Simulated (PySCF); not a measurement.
Atomic charges by several schemes

C₆H₁₇NSi.
Cartesian coordinates in Å at the GFN2-xTB level; atoms count from 1:
```xyz
25
C6H17NSi angstrom
C      3.0706    1.0749    1.0493
C      2.8177    0.1027   -0.1008
N      1.4303    0.0288   -0.4869
Si     0.3058   -0.9765    0.3332
C     -1.3842   -0.7085   -0.5038
C     -2.1471   -2.0277   -0.5472
C     -2.2436    0.3470    0.1940
C     -1.6072    1.7303    0.2083
H      2.7710    2.0824    0.7665
H      4.1255    1.0862    1.3110
H      2.4941    0.7737    1.9204
H      3.1272   -0.9005    0.1965
H      3.4147    0.4027   -0.9697
H      1.1037    0.9097   -0.8568
H      0.8089   -2.3424    0.1469
H      0.1494   -0.7643    1.7880
H     -1.2286   -0.3816   -1.5375
H     -1.5941   -2.7758   -1.1091
H     -3.1229   -1.9011   -1.0168
H     -2.3040   -2.4080    0.4603
H     -2.4368    0.0286    1.2212
H     -3.2122    0.4102   -0.3136
H     -1.3857    2.0561   -0.8067
H     -2.2813    2.4559    0.6602
H     -0.6820    1.7216    0.7809
```

Density: PBE0/pcSseg-1 (PySCF); schemes: Mulliken, IAO, Hirshfeld and ESP-fitted. The structure is a single GFN2-xTB conformer in the gas phase; no vibrational or solvent corrections.

Q: Atoms with like bonding are taken together and averaged. For which atoms does the sign change between the 4 schemes (beyond +0.03 e in one, beyond −0.03 e in another)?

A: C2, C5 and C7.

Q: Which atoms carry the lowest charge in the Mulliken, IAO, Hirshfeld and ESP-fitted schemes?

A: All schemes agree: Mulliken N3 (-0.670); IAO N3 (-0.671); Hirshfeld N3 (-0.242); ESP-fitted N3 (-0.937).

Q: Tabulate the Mulliken, IAO, Hirshfeld and ESP-fitted charges.

A: In e; atoms taken as equivalent share a row and are averaged (×n: the atom named and its like, n in all):

| atom | environment | Mulliken | IAO | Hirshfeld | ESP-fitted |
| --- | --- | --- | --- | --- | --- |
| C1 | methyl carbon | -0.290 | -0.432 | -0.126 | -0.348 |
| C2 | sp3 carbon bound to nitrogen | -0.061 | -0.134 | -0.020 | +0.403 |
| N3 | silicon-bound nitrogen | -0.670 | -0.671 | -0.242 | -0.937 |
| Si4 | SiH2 silicon | +0.773 | +0.866 | +0.356 | +0.516 |
| C5 | sp3 carbon bound to silicon | -0.596 | -0.370 | -0.106 | +0.107 |
| C6 | methyl carbon | -0.225 | -0.409 | -0.119 | -0.589 |
| C7 | chain CH2 carbon | -0.233 | -0.239 | -0.067 | +0.074 |
| C8 | methyl carbon | -0.280 | -0.416 | -0.118 | -0.314 |
| H9/H10/H11 | methyl hydrogen | +0.110 | +0.138 | +0.038 | +0.084 |
| H12 | methylene hydrogen | +0.115 | +0.134 | +0.041 | +0.010 |
| H13 | methylene hydrogen | +0.115 | +0.132 | +0.037 | -0.014 |
| H14 | N–H hydrogen | +0.193 | +0.248 | +0.107 | +0.395 |
| H15 | Si–H hydrogen | -0.109 | -0.145 | -0.089 | -0.108 |
| H16 | Si–H hydrogen | -0.111 | -0.173 | -0.096 | -0.133 |
| H17 | methine hydrogen | +0.132 | +0.133 | +0.034 | +0.033 |
| H18/H19/H20 | methyl hydrogen | +0.114 | +0.135 | +0.038 | +0.141 |
| H21 | methylene hydrogen | +0.115 | +0.127 | +0.033 | +0.001 |
| H22 | methylene hydrogen | +0.112 | +0.126 | +0.034 | +0.009 |
| H23/H24/H25 | methyl hydrogen | +0.117 | +0.135 | +0.038 | +0.072 |

Mean size of the charges over all atoms: IAO 0.239 e, Mulliken 0.206 e, ESP-fitted 0.195 e, Hirshfeld 0.079 e. Each set sums to the total charge, 0, to within 0.001 e. The IAO scheme projects the occupied orbitals on a minimal set of polarised atomic orbitals and counts the electrons in each atom's part of it. The ESP scheme is a least-squares fit of atom-centred charges to the potential on four shells outside the van der Waals surface, with the total charge fixed.

Some averages cover members that differ in this geometry: H9/H10/H11, ESP-fitted +0.060 to +0.104; H23/H24/H25, ESP-fitted +0.060 to +0.089 e.

Q: How closely do the schemes follow one another over all atoms?

A: Correlation coefficient and root-mean-square difference: IAO with Hirshfeld 0.98, 0.198 e; Mulliken with IAO 0.97, 0.078 e; Mulliken with Hirshfeld 0.95, 0.177 e; Hirshfeld with ESP-fitted 0.80, 0.219 e; IAO with ESP-fitted 0.78, 0.198 e; Mulliken with ESP-fitted 0.71, 0.218 e.

Q: Sum the charges by element, for elements with more than one atom.

A: 
```csv
element,atoms,Mulliken,IAO,Hirshfeld,ESP-fitted
C,6,-1.684,-2.000,-0.556,-0.666
H,17,+1.581,+1.805,+0.443,+1.087
```
